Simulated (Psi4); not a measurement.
Cl₃In (SMILES [Cl][In]([Cl])[Cl]), singlet, at a GFN2-xTB geometry (such geometries of metal compounds can be far from the true shape) (all electrons, no relativity); HF/STO-3G in Psi4.

Input for Psi4:
```
memory 2 GB

molecule {
0 1
In   -0.00000000   -0.00000000    0.00000000
Cl    2.24449596   -0.20389963   -0.44000345
Cl   -0.90325628   -1.01151285    1.85308124
Cl   -1.34123968    1.21541248   -1.41307779
symmetry c2
}

set {
  basis sto-3g
  scf_type pk
}

energy('scf')
print_variables()
```

It wrote (shortened):

```
   => Loading Basis Set <=

    Name: STO-3G
    Role: ORBITAL
    Keyword: BASIS

         ---------------------------------------------------------
                                   SCF
               by Justin Turney, Rob Parrish, Andy Simmonett
                          and Daniel G. A. Smith
                              RHF Reference
         ---------------------------------------------------------

  ==> Geometry <==

    Molecular point group: c2
    Full point group: D1h

    Geometry (in Angstrom), charge = 0, multiplicity = 1:

       Center              X                  Y                   Z               Mass
    ------------   -----------------  -----------------  -----------------  -----------------
         IN           0.000000000000     0.000000000000     0.000000000000   114.903878776000
         CL           1.988644049140     0.000000000000    -1.148144180310    34.968852682000
         CL           0.000000000000     0.000000000000     2.296288360619    34.968852682000
         CL          -1.988644049140    -0.000000000000    -1.148144180310    34.968852682000

  Running in c2 symmetry.

  Rotational constants: A =      0.06095  B =      0.06095  C =      0.03047 [cm^-1]
  Rotational constants: A =   1827.22366  B =   1827.22365  C =    913.61183 [MHz]
  Nuclear repulsion =  691.246031408659064

  Charge       = 0
  Multiplicity = 1
  Electrons    = 100
  Nalpha       = 50
  Nbeta        = 50

  ==> Algorithm <==

  SCF Algorithm Type is PK.
  DIIS enabled.
  MOM disabled.
  Fractional occupation disabled.
  Guess Type is SAD.
  Energy threshold   = 1.00e-06
  Density threshold  = 1.00e-06
  Integral threshold = 1.00e-12

  ==> Primary Basis <==

  Basis Set: STO-3G
    Blend: STO-3G
    Number of shells: 26
    Number of basis functions: 54
    Number of Cartesian functions: 56
    Spherical Harmonics?: true
    Max angular momentum: 2

  ==> Integral Setup <==

  Using in-core PK algorithm.
   Calculation information:
      Number of atoms:                   4
      Number of AO shells:              26
      Number of primitives:             78
      Number of atomic orbitals:        56
      Number of basis functions:        54

      Integral cutoff                 1.00e-12
      Number of threads:                 1

  Performing in-core PK
  Using 2206710 doubles for integral storage.
  We computed 35573 shell quartets total.
  Whereas there are 61776 unique shell quartets.

  ==> DiskJK: Disk-Based J/K Matrices <==

    J tasked:                  Yes
    K tasked:                  Yes
    wK tasked:                  No
    Schwarz Cutoff:          1E-12

  Minimum eigenvalue in the overlap matrix is 3.3805831099E-01.
  Reciprocal condition number of the overlap matrix is 1.9199731927E-01.
    Using symmetric orthogonalization.

  ==> Pre-Iterations <==

  SCF Guess: Superposition of Atomic Densities via on-the-fly atomic UHF (no occupation information).

   -------------------------
    Irrep   Nso     Nmo
   -------------------------
     A         29      29
     B         25      25
   -------------------------
    Total      54      54
   -------------------------

  ==> Iterations <==

                        Total Energy        Delta E     RMS |[F,P]|

   @RHF iter SAD: -7043.73408053607363   -7.04373e+03   0.00000e+00
   @RHF iter   1: -7046.76743505869035   -3.03335e+00   1.08813e-02 DIIS/ADIIS
   @RHF iter   2: -7046.88692860164610   -1.19494e-01   1.08211e-03 DIIS/ADIIS
   @RHF iter   3: -7046.88897976101634   -2.05116e-03   2.65483e-04 DIIS/ADIIS
   @RHF iter   4: -7046.88916141108803   -1.81650e-04   6.44964e-05 DIIS
   @RHF iter   5: -7046.88917404194217   -1.26309e-05   7.12206e-06 DIIS
   @RHF iter   6: -7046.88917419657628   -1.54634e-07   7.46797e-07 DIIS
  Energy and wave function converged.

  ==> Post-Iterations <==

    Orbital Energies [Eh]
    ---------------------

    Doubly Occupied:

       1A   -987.016860     2A   -146.151592     1B   -138.163812
       3A   -138.162121     2B   -138.162121     3B   -103.638929
       4A   -103.638929     5A   -103.638929     6A    -27.839368
       4B    -24.859132     5B    -24.854390     7A    -24.854390
       8A    -16.724875     9A    -16.724392     6B    -16.724392
      10A    -16.719874     7B    -16.719874    11A    -10.332509
       8B    -10.332475    12A    -10.332475    13A     -7.775450
       9B     -7.775443    14A     -7.775443    10B     -7.771554
      15A     -7.771374    11B     -7.771374    16A     -7.771152
      12B     -7.771152    13B     -7.771077    17A     -4.382745
      14B     -3.201073    15B     -3.194259    18A     -3.194259
      19A     -1.005372    16B     -0.995474    20A     -0.995474
      21A     -0.695639    17B     -0.695639    22A     -0.691931
      23A     -0.689469    18B     -0.689469    24A     -0.493750
      25A     -0.441395    19B     -0.441395    20B     -0.422918
      21B     -0.396021    26A     -0.395327    22B     -0.395327
      27A     -0.384577    23B     -0.384577

    Virtual:

      24B      0.148455    28A      0.170291    25B      0.377691
      29A      0.377691

    Final Occupation by Irrep:
              A     B
    DOCC [    27,   23 ]
    NA   [    27,   23 ]
    NB   [    27,   23 ]

  @RHF Final Energy: -7046.88917419657628

   => Energetics <=

    Nuclear Repulsion Energy =            691.2460314086590643
    One-Electron Energy =              -11136.8073500734317349
    Two-Electron Energy =                3398.6721444681961657
    Total Energy =                      -7046.8891741965771871

Computation Completed

Properties will be evaluated at   0.000000,   0.000000,   0.000000 [a0]

Properties computed using the SCF density matrix

 Multipole Moments:

 ------------------------------------------------------------------------------------
     Multipole            Electronic (a.u.)      Nuclear  (a.u.)        Total (a.u.)
 ------------------------------------------------------------------------------------

 L = 1.  Multiply by 2.5417464519 to convert [e a0] to [Debye]
 Dipole X            :          0.0000000            0.0000000            0.0000000
 Dipole Y            :          0.0000000            0.0000000            0.0000000
 Dipole Z            :         -0.0000000            0.0000000           -0.0000000
 Magnitude           :                                                    0.0000000

 ------------------------------------------------------------------------------------

  Variable Map:
  ----------------------------------------------------------------------------
  "CURRENT ENERGY"           =>   -7046.889174196576
  "CURRENT REFERENCE ENERGY" =>   -7046.889174196576
  "DD SOLVATION ENERGY"      =>       0.000000000000
  "HF KINETIC ENERGY"        =>    7022.778913562674
  "HF POTENTIAL ENERGY"      =>  -14069.668087759252
  "HF TOTAL ENERGY"          =>   -7046.889174196577
  "HF VIRIAL RATIO"          =>       2.003433151026
  "NUCLEAR REPULSION ENERGY" =>     691.246031408659
  "ONE-ELECTRON ENERGY"      =>  -11136.807350073432
  "PCM POLARIZATION ENERGY"  =>       0.000000000000
  "PE ENERGY"                =>       0.000000000000
  "SCF ITERATION ENERGY"     =>   -7046.889174196576
  "SCF ITERATIONS"           =>       6.000000000000
  "SCF TOTAL ENERGY"         =>   -7046.889174196576
  "TWO-ELECTRON ENERGY"      =>    3398.672144468196

  Array Variable Map:
  ----------------------------------------------------------------------------
  "CURRENT DIPOLE"           =>       0.000000000000 ... -0.000000000200 1 by 3
  "SCF DIPOLE"               =>       0.000000000000 ... -0.000000000200 1 by 3
  "SCF TOTAL ENERGIES"       =>   -7043.734080536074 ... -7046.889174196576 1 by 7
```
